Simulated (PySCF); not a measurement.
An unknown shows these calculated signals:

¹H NMR (300 MHz, computed): δ 4.21 (m, 2H), 2.30 (q, 2H), 1.73 (t, 2H), 1.19 (t, 3H), 0.29 (t, 3H).

¹³C{¹H} NMR (computed): δ 87.6 (C), 83.4 (C), 18.1 (CH3), 16.0 (CH2), 3.3 (CH2), -7.9 (CH3).

- geometry from GFN2-xTB
- shielding tensors at PBE0/pcSseg-1 (GIAO)
- program: PySCF 2.14.0 with density-fitted response routines
- no solvent, relativity neglected, a single conformation, rapidly exchanging positions averaged

δ = σ(ref) − σ, references computed at the same level: TMS for ¹H, ¹³C.

**Question.** Which of these does the molecule contain: an aldehyde, an N-methyl group, a Si–H bond, a C≡C triple bond, an OH group, a CH3CH2 unit?

**Answer.** 
- An aldehyde: no.
- An N-methyl group: no.
- A Si–H bond: yes (δH 4.21 (m)).
- A C≡C triple bond: yes (δC 87.6, 83.4).
- An OH group: no.
- A CH3CH2 unit: yes (δC 18.1, 16.0; δH 1.19 (t), 2.30 (q)).

The data belong to SMILES C(#CCC)C[SiH2]C, C$_{6}$H$_{12}$Si; they needn't prove each group on their own.

Carbon signals by region: 2 at 50–100 ppm, 4 below 50 ppm.

Shifts are as computed. Against solution values, carbons near 30 ppm lie about +3 ppm off and those near 130 ppm about +5 ppm. Of 1211 compounds with measured shifts, 218 miss one by over three times the rms of a fit or turn the order of signals round; such compounds aren't used in these exercises. No couplings were computed; multiplicities are counted from neighbouring protons, with m where these are inequivalent, close in shift, in a saturated or five-membered ring or joined by F or P, and br s for small geminal =CH2 splittings.
